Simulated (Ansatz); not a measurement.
Ideal-gas functions of `N[C]1(F)[AlH][S]1` at 400 K and 1 bar, from an Ansatz frequency run at PBE0-D4/def2-TZVP.

Molar mass 107.09 g/mol, point group C1 (symmetry number 1), electronic degeneracy 1, moments of inertia 118.624, 182.193, 209.977 u Å². Harmonic wavenumbers (cm⁻¹, unscaled): 130, 175, 306, 325, 383, 429, 460, 514, 632, 650, 746, 1022, 1192, 1233, 1630, 1970, 3542, 3658.

Use S(trans) = R[1.5 ln M + 2.5 ln T − 1.1517]; rotational temperatures θ = 24.2544 K / I; S(rot) = R[ln(√π/σ · √(T³/θAθBθC)) + 1.5]; for each mode x = 1.438777 ν̃/T, S = R[x/(eˣ − 1) − ln(1 − e⁻ˣ)] and H = RT x/(eˣ − 1); 1 cm⁻¹ = 0.0119627 kJ/mol; R = 8.31446 J/(mol·K).

Question: By hand: the entropy, in J/(mol·K).

Answer: Translation 173.3. Rotation: θ = 0.2045, 0.1331, 0.1155 K, giving 115.9. Vibration, mode by mode: 14.71, 12.30, 7.92, 7.47, 6.28, 5.49, 5.02, 4.30, 3.07, 2.92, 2.22, 1.01, 0.61, 0.54, 0.16, 0.06, 0.00, 0.00, in all 74.1. Electronic 0.0. Sum 363.3 J/(mol·K).

Question: By hand: H − E and G − E in kJ/mol, counted from the electronic energy.

Answer: Zero-point energy ½ × 18997 × 0.0119627 = 113.6; thermal vibration 17.1; translation, rotation and pV give 4 RT = 13.3. H − E = 144.0 kJ/mol, and G − E = 144.0 − 400 × 363.3/1000 = -1.3 kJ/mol.

Vibration gives 20 % of the entropy, 14.7 J/(mol·K) of it from the mode under 150 cm⁻¹: soft modes count most, and the harmonic formula is weakest for them. The sum counts one conformer and one mirror image; others add a mixing term.
